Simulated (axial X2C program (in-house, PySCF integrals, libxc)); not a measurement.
YCl⁻: cheaper levels and CCSD(T), 2c

All values were computed with an in-house all-electron X2C program for linear molecules (integrals from PySCF). Two-component (2c) means X2C with spin–orbit coupling and atomic mean-field two-electron Coulomb and Gaunt terms. Basis: Y dyall-acv3z [12s13p10d6f3g], Cl dyall-av3z [9s8p3d2f] (cores contracted in-house); Gaussian nuclei, density fitting, unrestricted open shells. Masses: Y 88.906 u, Cl 34.969 u.

State: Ω = 3/2 (⟨Sz⟩ = -0.50, ⟨Lz⟩ = 2.00 at HF); fragments Y + Cl-.

```json
{"level": "PBE0", "Re (Å)": "2.520", "ωe (cm⁻¹)": "286.7"}
{"level": "HF", "Re (Å)": "2.613", "ωe (cm⁻¹)": "264.6"}
{"level": "CCSD", "Re (Å)": "2.584", "ωe (cm⁻¹)": "276.8"}
```

Correlated methods: 11 electrons correlated (number of frozen shells: Y 4 s, 3 p, 1 d; Cl 2 s, 1 p), 325 virtual spin orbitals or spinors in MP2, 90 natural virtuals in coupled cluster.

CCSD(T), same Hamiltonian and basis:

Re = 2.578 Å, ωe = 277.9 cm⁻¹; T1 = 0.055 (Lee–Taylor normalisation).

(1) Give the differences from CCSD(T) in the columns below.

The state is one determinant whose occupation by symmetry is held fixed; it was picked as the lowest of a PBE0 search that is not exhaustive. De is not given where an atomic determinant may have missed its ground term or J level, or where the truncated virtual space spoils (T). Density functionals use the spin component along the axis (collinear). Coupled cluster ran in a truncated set of natural virtual spinors; the MP2 energy of the rest was added. (T) has no such correction and the atoms are truncated less, which lowers De at CCSD(T) by a hundredth of an eV or more. Other states lie close and PBE0, whose exact exchange favours high spin, may order them wrongly; the determinant shown need not be the ground state. The nearest other 2c determinant of the search, Ω = 5/2, lies 0.05 eV up at the distance of the search. Without a current term, density functionals place determinants with orbital angular momentum somewhat too high. The outer-core s and p shells of the metal are frozen in the correlated rows, which leaves out core–valence correlation; for alkali and alkaline-earth bonds that tends to lengthen them. The highest occupied level of some functionals is positive through self-interaction error; at Hartree–Fock it is bound. The determinant is spin-polarised beyond a pure state at some levels (its spin-free form has ⟨S²⟩ too high), which makes Re and μ there less reliable. The T1 diagnostic is large, a sign of multireference character. With the outer-core shells frozen, correlated bond lengths of heavy atoms tend to come out a few hundredths of an ångström too long.

## Answers

(1) 

```json
{"level": "PBE0", "ΔRe (Å)": "-0.058", "Δωe (cm⁻¹)": "8.8"}
{"level": "HF", "ΔRe (Å)": "0.035", "Δωe (cm⁻¹)": "-13.3"}
{"level": "CCSD", "ΔRe (Å)": "0.006", "Δωe (cm⁻¹)": "-1.1"}
```
